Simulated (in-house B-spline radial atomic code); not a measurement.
**RPA and G0W0 on HSE06: neutral magnesium**

Configuration [Ne] 3s2, mean-field start HSE06. Computed with a B-spline radial code for spherical atoms: all electrons, non-relativistic, point nucleus, each spin shell either full or empty, empty states to l = 9 with an (l + 1/2)⁻⁴ tail; G0W0 by contour deformation at full frequency.

Command:
```bash
python run_gw.py task.json out
```
Settings (radii: box in bohr, nucleus in fm):
```
Z                        12
electrons                12
configuration            [Ne] 3s2
hamiltonian              nr
method                   hse06
lmax                     9
spin_polarised           False
box_radius               40
intervals                51
ion_configuration        [Ne] 3s1
```

Time taken, with all properties: 3.3 s on 1 thread of Arm Neoverse N1, on a shared host.

Energies (hartree):

```tsv
term	value
mean-field total	-199.98492
Hartree-Fock functional on these orbitals	-199.60941
direct second order	-0.78959
second-order exchange	0.28732
SOSEX correction	0.25059
```

(1) What is the RPA correlation energy, and what remains with SOSEX?

Quasi-particle levels (eV):

| level | occupied | mean field | Σx - vxc | Σc | QP weight | G0W0 |
| --- | --- | --- | --- | --- | --- | --- |
| 3s | yes | -5.042 | -1.76 | ? | ? | ? |
| 3p | no | -1.140 | 2.42 | -0.98 | 0.887 | 0.303 |

G0W0 = mean field + (Σx - vxc) + Σc, with Σc (partial-wave tail included) taken at the quasi-particle energy. Levels of low weight are left out. An empty level above zero is unbound and depends on the box.

(2) Where does G0W0 put 3s?

(3) What does it cost to remove one electron (to [Ne] 3s1) by differences of total energies, each species on its own start (correlation terms add to the Hartree-Fock functional)?

Results:

(1) RPA gives -0.66927 hartree (-1.52 eV per electron); RPA + SOSEX gives -0.41868, and the second-order doubles -0.50227 hartree (no singles). SOSEX takes back 37 % of the RPA value.

(2) At -7.599 eV, with Σc = -0.79 eV and a quasi-particle weight of 0.822. The tabulated removal energy is 7.646 eV (NIST, measured); the calculation leaves out relativity, Breit and QED terms, and what these don't explain is the method's own error.

(3) HSE06 7.539 eV, Hartree-Fock functional 6.594 eV, + RPA 7.928 eV, + RPA + SOSEX 7.586 eV, + second order 8.088 eV. Tabulated: 7.646 eV (NIST, measured); the calculation leaves out relativity, Breit and QED terms, and what these don't explain is the method's own error.
